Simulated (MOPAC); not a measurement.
Job for MOPAC: PM3 on H5P (a complex), monomers drawn apart or pushed together.

```
PM3 1SCF PRECISE CHARGE=0 THREADS=1
H5P

P     -0.17174498 1     0.15678966 1    -0.14074234 1
H     -1.49194435 1    -0.11720154 1     0.29923090 1
H     -0.48995360 1    -0.05068976 1    -1.50775205 1
H      0.26103284 1    -1.17997218 1     0.05251970 1
H      0.23164993 1    -0.31446299 1     4.77405133 1
H      0.45690671 1     0.17552626 1     4.26093186 1
```

Program output:

```
*******************************************************************************
 **                                                                           **
 **                              MOPAC v23.2.5                                **
 **                                                                           **
 *******************************************************************************
 ** MOPAC's Digital Object Identifier: https://doi.org/10.5281/zenodo.6511958 **
 **                                                                           **
 ** Please cite the open-source release paper for use of this MOPAC version:  **
 ** J. E. Moussa and J. J. P. Stewart (2026)                                  **
 ** MOPAC: An open-source semiempirical molecular orbital program             **
 ** J. Open Source Softw., 11(119), 8025, https://doi.org/10.21105/joss.08025 **
 *******************************************************************************

                              PM3 CALCULATION RESULTS

 *******************************************************************************
 *  PM3        - The PM3 Hamiltonian to be used
 *
 *
 *
 *                 CHARGE ON SYSTEM = 0
 *
 *
 *
 *  PRECISE    - TIGHTER CRITERIA TO BE USED
 *  1SCF       - DO 1 SCF AND THEN STOP
 *  THREADS=1  - MULTI-THREADING NOT USED
 *  T=         - A TIME OF 172800.0 SECONDS REQUESTED
 *  DUMP=N     - RESTART FILE WRITTEN EVERY 7200.0 SECONDS REQUESTED
 *******************************************************************************
PM3 1SCF PRECISE CHARGE=0 THREADS=1
 H5P

   ATOM   CHEMICAL          X               Y               Z
  NUMBER   SYMBOL      (ANGSTROMS)     (ANGSTROMS)     (ANGSTROMS)

     1       P         -0.17174498  *   0.15678966  *  -0.14074234  *
     2       H         -1.49194435  *  -0.11720154  *   0.29923090  *
     3       H         -0.48995360  *  -0.05068976  *  -1.50775205  *
     4       H          0.26103284  *  -1.17997218  *   0.05251970  *
     5       H          0.23164993  *  -0.31446299  *   4.77405133  *
     6       H          0.45690671  *   0.17552626  *   4.26093186  *



          CARTESIAN COORDINATES

    NO.       ATOM           X           Y           Z

     1         P         -0.1717      0.1568     -0.1407
     2         H         -1.4919     -0.1172      0.2992
     3         H         -0.4900     -0.0507     -1.5078
     4         H          0.2610     -1.1800      0.0525
     5         H          0.2316     -0.3145      4.7741
     6         H          0.4569      0.1755      4.2609

  H: (PM3): J. J. P. STEWART, J. COMP. CHEM. 10, 209 (1989).
  P: (PM3): J. J. P. STEWART, J. COMP. CHEM. 10, 209 (1989).

           Empirical Formula: H5 P  =     6 atoms



      MOLECULAR POINT GROUP   :   Cs


      RHF CALCULATION, NO. OF DOUBLY OCCUPIED LEVELS = 5


 -------------------------------------------------------------------------------
 PM3 1SCF PRECISE CHARGE=0 THREADS=1
 H5P



     1SCF WAS SPECIFIED, SO BFGS WAS NOT USED
     SCF FIELD WAS ACHIEVED


                              PM3 CALCULATION
                                                       MOPAC v23.2.5 Linux




          FINAL HEAT OF FORMATION =         -9.37767 KCAL/MOL =     -39.23617 KJ/MOL


          COSMO AREA              =         91.61 SQUARE ANGSTROMS
          COSMO VOLUME            =         60.77 CUBIC ANGSTROMS

          IONIZATION POTENTIAL    =          9.158685 EV
          HOMO LUMO ENERGIES (EV) =         -9.159  1.387
          NO. OF FILLED LEVELS    =          5
          MOLECULAR WEIGHT        =         36.0133         POINT GROUP:  Cs

          MOLECULAR DIMENSIONS (Angstroms)

            Atom       Atom       Distance
            H     5    H     3     6.32861
            H     4    H     2     2.06477
            H     2    H     6     1.16374


          SCF CALCULATIONS        =          1





   ATOM   CHEMICAL          X               Y               Z
  NUMBER   SYMBOL      (ANGSTROMS)     (ANGSTROMS)     (ANGSTROMS)

     1       P         -0.17174498  *   0.15678966  *  -0.14074234  *
     2       H         -1.49194435  *  -0.11720154  *   0.29923090  *
     3       H         -0.48995360  *  -0.05068976  *  -1.50775205  *
     4       H          0.26103284  *  -1.17997218  *   0.05251970  *
     5       H          0.23164993  *  -0.31446299  *   4.77405133  *
     6       H          0.45690671  *   0.17552626  *   4.26093186  *

                             CARTESIAN COORDINATES

   1    P       -0.171744980     0.156789660    -0.140742340
   2    H       -1.491944350    -0.117201540     0.299230900
   3    H       -0.489953600    -0.050689760    -1.507752050
   4    H        0.261032840    -1.179972180     0.052519700
   5    H        0.231649930    -0.314462990     4.774051330
   6    H        0.456906710     0.175526260     4.260931860


           Empirical Formula: H5 P  =     6 atoms



      MOLECULAR POINT GROUP   :   Cs


                  EIGENVALUES
 -25.66117 -15.79968 -12.31851 -12.31462  -9.15868   1.38721   1.38992   1.48221
   4.54609


              NET ATOMIC CHARGES AND DIPOLE CONTRIBUTIONS

  ATOM NO.   TYPE          CHARGE      No. of ELECS.   s-Pop       p-Pop
    1          P           0.441005        4.5590     1.70817     2.85083
    2          H          -0.147039        1.1470     1.14704
    3          H          -0.146952        1.1470     1.14695
    4          H          -0.147038        1.1470     1.14704
    5          H          -0.002326        1.0023     1.00233
    6          H           0.002350        0.9976     0.99765
 DIPOLE           X         Y         Z       TOTAL
 POINT-CHG.     0.854     1.290     0.512     1.629
 HYBRID        -1.370    -2.065    -0.834     2.615
 SUM           -0.516    -0.776    -0.322     0.986


          ATOMIC ORBITAL ELECTRON POPULATIONS

     Atom    s        px        py        pz
    1  P   1.70817   0.92827   1.05896   0.86359
    2  H   1.14704
    3  H   1.14695
    4  H   1.14704
    5  H   1.00233
    6  H   0.99765

 **********************
 *                    *
 * JOB ENDED NORMALLY *
 *                    *
 **********************




 == MOPAC DONE ==
```

The run finished.

Cost: roughly 0.020 core-seconds.
